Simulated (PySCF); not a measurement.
Species: C6H10FO (doublet state).
Numbering: `[CH3:1][CH2:2][C@@H:3]1[CH2:4][O:5][C@H:6]1[CH:7][F:8]` (hydrogens: H9, H10, H11 on C1; H12, H13 on C2; H14 on C3; H15, H16 on C4; H17 on C6; H18 on C7)

Geometry (GFN2-xTB, Å), atoms numbered from 1 in this order:
```
atom  x, y, z in Å
C1     1.7119   -1.3510    0.0343
C2     1.3833    0.1013    0.3606
C3     0.1001    0.5480   -0.3148
C4    -0.4686    1.9179    0.0634
O5    -1.7009    1.3369    0.4904
C6    -1.2354   -0.0108    0.2831
C7    -2.0956   -0.7970   -0.5880
F8    -2.3926   -2.0626   -0.2430
H9     2.6332   -1.6507    0.5269
H10    0.9121   -2.0081    0.3677
H11    1.8364   -1.4823   -1.0380
H12    1.2880    0.2229    1.4419
H13    2.1959    0.7496    0.0225
H14    0.1567    0.3911   -1.3925
H15    0.0467    2.4146    0.8912
H16   -0.6164    2.6258   -0.7554
H17   -1.0807   -0.5349    1.2347
H18   -2.6828   -0.4043   -1.3967
```

The hyperfine couplings belong to this conformer and change with its torsions.

Computed, not measured: UKS B3LYP, pcH-1 on C F H O, non-relativistic, mean-field spin-orbit, GIAO (PySCF). The structure is a single GFN2-xTB conformer in the gas phase; no vibrational or solvent corrections. Couplings are sensitive to structure, and on GFN2-xTB geometries they can be far from those on DFT ones. The SCF solution wasn't tested for stability.

The Mulliken spin populations are largest on C7 (+0.92), F8 (+0.07) and C6 (-0.07). No atom but C7 exceeds +0.15. The positive populations add up to 1.12 and the negative ones to -0.12, together 2S = 1. The angles at C7 add up to 358.9°, so it is planar; its axial dipolar tensor and the negative coupling of its proton fit spin in a p orbital normal to that plane.

(1) McConnell's relation a(H) = Q·ρ ties the coupling of a proton on a planar π carbon to the spin population of that carbon. What Q do the computed values give?

## Answers

(1) 
| H | C | ρ(C) | a(H) (G) | a/ρ (G) |
| --- | --- | --- | --- | --- |
| H18 | C7 | +0.925 | -22.95 | -24.8 |

One proton gives one ratio, Q = -24.8 G, and no test of linearity.

Couplings in gauss use g_iso = 2.0035.
